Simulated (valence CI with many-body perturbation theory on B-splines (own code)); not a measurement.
Energy levels of Ru²¹⁺

Calculated by relativistic CI+MBPT: five valence electrons over a frozen Dirac-Fock core [Ar], radial functions for each j: 7 s, 7 p, 8 d, 6 f, 4 g, 1 h, with the one-electron correlation potential Σ1, the two-electron term Σ2, the three-electron term Σ3, Breit, model QED; selected CI, second order for the rest (own B-spline code, finite nucleus).

No measured spectrum was set against this ion. As an estimate, terms of the open shell hold to 2 to 4 % of their energy, and close levels can change places. Core correlation moves these levels by up to 13000 cm⁻¹, and in measured spectra 5 to 20 % of such shifts remained as error; rates that hang on mixing are uncertain with them. Only levels of the ground parity were solved; by the run's estimate the other parity begins above the list, which can be wrong where configurations are misplaced.

Levels 1 to 37 of 37, with energies above the lowest level, 3d⁵ ⁶S_5/2. "Leading %" is the weight of the configuration and term that name the level; weights of strongly mixed levels are sums over their largest components and can fall short. In the jj column 3d3/2^4 stands for four electrons in 3d with j = 3/2.

| No. | Configuration | Term | J | E (cm⁻¹) | Leading % | g | Leading jj |
| --- | --- | --- | --- | --- | --- | --- | --- |
| 1 | 3d⁵ | ⁶S | 5/2 | 0 | 90 | 1.956 | 3d3/2^3 3d5/2^2 (40 %) |
| 2 | 3d⁵ | ⁴G | 5/2 | 86467 | 32 | 1.033 | 3d3/2^4 3d5/2 (70 %) |
| 3 | 3d⁵ | ⁴G | 7/2 | 103730 | 74 | 1.053 | 3d3/2^3 3d5/2^2 (77 %) |
| 4 | 3d⁵ | ⁴G | 11/2 | 105870 | 85 | 1.238 | 3d3/2^3 3d5/2^2 (61 %) |
| 5 | 3d⁵ | ⁴P | 3/2 | 108010 | 51 | 1.429 | 3d3/2^3 3d5/2^2 (81 %) |
| 6 | 3d⁵ | ⁴G | 5/2 | 108730 | 45 | 1.056 | 3d3/2^3 3d5/2^2 (50 %) |
| 7 | 3d⁵ | ⁴G | 9/2 | 110150 | 90 | 1.168 | 3d3/2^2 3d5/2^3 (51 %) |
| 8 | 3d⁵ | ⁴P | 1/2 | 118980 | 70 | 1.953 | 3d3/2^3 3d5/2^2 (51 %) |
| 9 | 3d⁵ | ⁴D | 7/2 | 132370 | 76 | 1.337 | 3d3/2^2 3d5/2^3 (78 %) |
| 10 | 3d⁵ | ⁴D | 5/2 | 141580 | 46 | 1.311 | 3d3/2^3 3d5/2^2 (49 %) |
| 11 | 3d⁵ | ⁴D | 1/2 | 147810 | 74 | 0.674 | 3d3/2^2 3d5/2^3 (83 %) |
| 12 | 3d⁵ | ⁴D | 3/2 | 151860 | 51 | 1.354 | 3d3/2^2 3d5/2^3 (60 %) |
| 13 | 3d⁵ | ²I | 11/2 | 152440 | 76 | 0.977 | 3d3/2^2 3d5/2^3 (68 %) |
| 14 | 3d⁵ | ²I | 13/2 | 163820 | 100 | 1.074 | 3d3/2^2 3d5/2^3 (100 %) |
| 15 | 3d⁵ | ²F | 7/2 | 164360 | 45 | 1.125 | 3d3/2^3 3d5/2^2 (71 %) |
| 16 | 3d⁵ | ²D | 3/2 | 167690 | 50 | 0.689 | 3d3/2^2 3d5/2^3 (66 %) |
| 17 | 3d⁵ | ²G | 9/2 | 169430 | 45 | 1.170 | 3d3/2^3 3d5/2^2 (51 %) |
| 18 | 3d⁵ | ²F | 5/2 | 171580 | 28 | 1.088 | 3d3/2 3d5/2^4 (42 %) |
| 19 | 3d⁵ | ⁴F | 5/2 | 188450 | 48 | 1.052 | 3d3/2^2 3d5/2^3 (64 %) |
| 20 | 3d⁵ | ²H | 9/2 | 193470 | 55 | 1.089 | 3d3/2^2 3d5/2^3 (97 %) |
| 21 | 3d⁵ | ²G | 7/2 | 200370 | 39 | 1.072 | 3d3/2^2 3d5/2^3 (66 %) |
| 22 | 3d⁵ | ⁴F | 3/2 | 205900 | 50 | 0.639 | 3d3/2 3d5/2^4 (58 %) |
| 23 | 3d⁵ | ²F | 7/2 | 208530 | 47 | 1.054 | 3d3/2 3d5/2^4 (56 %) |
| 24 | 3d⁵ | ²F | 5/2 | 211920 | 61 | 0.973 | 3d3/2^2 3d5/2^3 (64 %) |
| 25 | 3d⁵ | ²H | 11/2 | 221130 | 74 | 1.063 | 3d3/2 3d5/2^4 (91 %) |
| 26 | 3d⁵ | ²F | 7/2 | 225400 | 55 | 1.147 | 3d3/2 3d5/2^4 (50 %) |
| 27 | 3d⁵ | ²G | 9/2 | 227560 | 50 | 1.088 | 3d3/2 3d5/2^4 (69 %) |
| 28 | 3d⁵ | ²S | 1/2 | 233540 | 89 | 1.966 | 3d3/2^3 3d5/2^2 (36 %) |
| 29 | 3d⁵ | ²D | 5/2 | 241030 | 46 | 1.052 | 3d5/2^5 (53 %) |
| 30 | 3d⁵ | ²D | 3/2 | 260110 | 94 | 0.812 | 3d3/2 3d5/2^4 (39 %) |
| 31 | 3d⁵ | ²D | 5/2 | 275200 | 75 | 1.143 | 3d3/2 3d5/2^4 (40 %) |
| 32 | 3d⁵ | ²G | 9/2 | 289680 | 99 | 1.108 | 3d3/2^2 3d5/2^3 (74 %) |
| 33 | 3d⁵ | ²G | 7/2 | 296600 | 92 | 0.907 | 3d3/2 3d5/2^4 (56 %) |
| 34 | 3d⁵ | ²P | 3/2 | 338500 | 85 | 1.251 | 3d3/2^2 3d5/2^3 (77 %) |
| 35 | 3d⁵ | ²P | 1/2 | 351580 | 94 | 0.733 | 3d3/2 3d5/2^4 (46 %) |
| 36 | 3d⁵ | ²D | 5/2 | 378720 | 98 | 1.196 | 3d3/2^2 3d5/2^3 (76 %) |
| 37 | 3d⁵ | ²D | 3/2 | 388080 | 84 | 0.871 | 3d3/2 3d5/2^4 (71 %) |

Names give the largest LS component (configuration and term), which can be under half, so a name can repeat, a term be missing and a line seem to break the LS rules; names also repeat where a configuration has a term twice.

The ionisation energy to 3d⁴ ⁵D0 of the next ion comes out as 980.73 eV (NIST: 981 ± 4 eV (theoretical)). All 37 levels together are meant to be complete up to 403630 cm⁻¹.
